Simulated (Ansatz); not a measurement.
Start from `O[SiH2][SiH2][SeH]` and change one atom or group to get `N[SiH2][SiH2][SeH]`.

Ansatz, PBE0-D4/def2-TZVP geometries, multiplicity 1. Each molecule was computed in one conformer, which needn't be the lowest.

Scalar relativity is left out up to krypton.

```csv
property,`O[SiH2][SiH2][SeH]`
HOMO energy (ωB97M-V/def2-TZVPP) / eV,-9.25
HOMO energy (PBE0/def2-TZVPP) / eV,-7.18
size of the dipole moment (PBE/def2-TZVPP) / D,1.00
HOMO energy (PBE/def2-TZVPP) / eV,-6.08
LUMO energy (B3LYP/def2-TZVPP) / eV,-1.04
size of the dipole moment (B3LYP/def2-TZVPP) / D,1.09
```

Task: Give the same properties after the change, and the shifts. (Best estimate.)

Result: The calculation gave: 
```tsv
property	`N[SiH2][SiH2][SeH]`	shift
HOMO energy (ωB97M-V/def2-TZVPP) / eV	-8.98	0.27
HOMO energy (PBE0/def2-TZVPP) / eV	-6.89	0.29
size of the dipole moment (PBE/def2-TZVPP) / D	1.31	0.31
HOMO energy (PBE/def2-TZVPP) / eV	-5.76	0.32
LUMO energy (B3LYP/def2-TZVPP) / eV	-0.76	0.28
size of the dipole moment (B3LYP/def2-TZVPP) / D	1.33	0.24
```

Dipoles are sizes alone; their direction can turn.

B3LYP here is the variant with VWN-RPA as its local correlation; programs differ in this.

Spin–orbit coupling is left out; it splits and shifts lone-pair levels of the heavy atoms by tenths of an eV.
